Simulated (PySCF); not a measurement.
O₄Pt, SMILES [O]=[Pt+2](=[O])(=[O])=[O], charge +2, multiplicity 1.

The structure is a stationary point at B3LYP-D3(BJ)/def2-SVP. The multiplicity is an assumed one; other spin states were not compared. The def2 effective core potentials stand for the cores of Pt; spin–orbit coupling is left out.

Method: PBE0/def2-TZVP run with PySCF.

```json
{
  "total_energy": "-418.63201 hartree",
  "point_group": "Td",
  "highest_occupied_level": "-24.95 eV",
  "lowest_empty_level": "-21.08 eV",
  "orbital_gap": "3.87 eV",
  "dipole_moment_about_the_centre_of_nuclear_charge": "0.00 D",
  "mean_static_polarisability": "42.7 bohr³ (6.33 Å³)",
  "polarisability_principal_values": "42.7, 42.7, 42.7 bohr³"
}
```
